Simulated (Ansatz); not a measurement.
**Energy profile**

The step: GaH₃SO₂ ([OH][Ga]([OH])[SH]) + H₂ → GaH₃O₂ ([OH][GaH][OH]) + H₂S (still joined by a long Ga–S bond); bonds formed: Ga1–H6, S2–H5; bonds broken: H5–H6; bonds weakened to dative contacts: Ga1–S2 (atoms numbered as in the saddle structure below).

Ga1  (0.010, -0.360, 0.143)
S2  (0.616, 1.660, -1.044)
O3  (1.325, -1.500, 0.535)
O4  (-1.538, -0.916, -0.547)
H5  (0.084, 1.489, 0.506)
H6  (-0.248, 0.866, 1.357)
H7  (-0.652, 1.753, -1.484)
H8  (2.049, -1.124, 1.038)
H9  (-1.644, -1.869, -0.503)
(Å)

Electronic energies by CCSD(T) at an estimated basis limit (MP2 extrapolated from triple and quadruple zeta, plus CCSD(T) − MP2 in triple zeta), on PBE0-D4/def2-TZVP structures; GaH$_{5}$SO$_{2}$, singlet; no counterpoise correction. Computed with Ansatz 0.2.0 (basis: def2-TZVPP and def2-QZVPP); correlated methods freeze the cores. Filled d shells of the heavier atoms are correlated. The def2 sets are not built for correlating such inner shells, so the correlated values are less sure here. Extrapolation: Hartree–Fock as exp(−7.88 √X), correlation as X^−2.97.

**Question.** Give the profile in kJ/mol, counted from the separated reactants. (Judge from chemistry; the value comes from the calculation.)

**Answer.** By the calculation:
```
                                                                                                                        point  kJ/mol
separated: GaH$_{3}$SO$_{2}$ (linked as [OH][Ga]([OH])[SH]; Ga1, S2, O3, O4, H7, H8, H9; singlet) + H$_{2}$ (H5, H6; singlet)     0.0
                                                                                                              start structure    -4.1
                                                                                                                       saddle   148.8
                                                                                                                end structure    29.6
     separated: GaH$_{3}$O$_{2}$ (linked as [OH][GaH][OH]; Ga1, O3, O4, H6, H8, H9; singlet) + H$_{2}$S (S2, H5, H7; singlet)    66.0
```

The T1 diagnostic stays at or below 0.015.

For scale, one of the runs: CCSD(T)/def2-TZVPP, 222 basis functions, launched by `ansatz run in.yaml --threads 4 --pin off --events-out ev --progress --plain --max-ram 9574MiB`. Hardware: 4 CPU threads of an Arm Neoverse V2, shared host. Wall time 91 s; peak host memory 3.5 GiB.
